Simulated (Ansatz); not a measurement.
Consider the formal exchange of groups at a Te–Al bond: `[SiH3][NH][AlH][TeH]` + `C=O` → `O=C[TeH]` + `[AlH2][NH][SiH3]`.

Calculated with Ansatz (gas phase, PBE0-D4/def2-TZVP geometries, no zero-point term in ΔE). CBS: MP2 limit from def2 TZ/QZ plus the TZ coupled-cluster correction, frozen cores. This one scheme is used for every species. DFT in def2-TZVPP. def2 core potentials past Kr. For Te outer-core shells are correlated without core-valence functions, which leaves a few kJ/mol of doubt a bond. One conformer a species, not always the lowest.

```tsv
level	ΔE (kJ/mol)
PBE	96.8
CCSD/def2-TZVPP	127.1
```

Question: What does CCSD(T)/CBS give? (An estimate is asked.)

Answer: The calculation gave: +125.0 kJ/mol. The listed levels differ from it by -28.2, 2.1 kJ/mol.

Largest T1 diagnostic among the species: 0.016.

The D4 term adds +4.6 kJ/mol with B3LYP and +3.1 kJ/mol with PBE0; it sums over pairs of atoms, weighted by their polarisabilities, and B3LYP, whose exchange is more repulsive, gets the larger term. In def2-TZVPP, CCSD(T) changes the Hartree–Fock value by −14.7 kJ/mol (the triples alone add −4.7 kJ/mol) and MP2 by −10.9 kJ/mol.

B3LYP here is the variant with VWN-RPA as its local correlation; programs differ in this.
